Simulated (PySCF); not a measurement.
Species: BCl2(OMe), CH3BCl2O.
Geometry (PBE0-D3(BJ)/def2-SVP, Å), atoms numbered from 1 in this order:
```xyz
8
CH3BCl2O angstrom
B      0.3208    1.0422    0.6900
Cl     2.0396    0.6321    0.6632
Cl    -0.1976    2.4895    1.5374
O     -0.6032    0.2964    0.0892
C     -0.3863   -0.8983   -0.6239
H     -0.9184   -0.8316   -1.5831
H     -0.8004   -1.7404   -0.0496
H      0.6837   -1.0757   -0.8069
```

The closed-shell ground state was solved at several levels (PySCF, density fitting, gas phase, non-relativistic).

```
         level  basis functions  total energy (Eh)  HOMO (eV)  LUMO (eV)  gap (eV)  dipole (D)
 PBE0/pcSseg-1              114         -1059.9950      -8.99      -0.21      8.78        2.72
B3LYP/pcSseg-1              114         -1060.4998      -8.66      -0.38      8.28        2.68
```

(1) Estimate the row for wB97X-D/def2-SVPD, a basis of 141 functions; the other rows only guide the guess.

(2) Over all these levels, which gives the widest orbital gap and which the narrowest?

(3) How far do the dipole and the HOMO energy spread over the levels?

Answers

(1) Total energy -1060.0957 Eh, HOMO -10.89 eV, LUMO 1.49 eV, gap 12.38 eV, dipole 2.53 D.

(2) wB97X-D/def2-SVPD (range-separated hybrid) has the widest, 12.38 eV, and B3LYP/pcSseg-1 (global hybrid, 20 % exact exchange) the narrowest, 8.28 eV. Functional and basis both differ between the two, so the spread mixes both effects.

(3) The dipole runs from 2.53 to 2.72 D (mean 2.64 D) and the HOMO from -10.89 to -8.66 eV.

One conformer stands for the species.

Note: wB97X-D ran without an empirical dispersion term, which enters the total energy and its gradient alone.
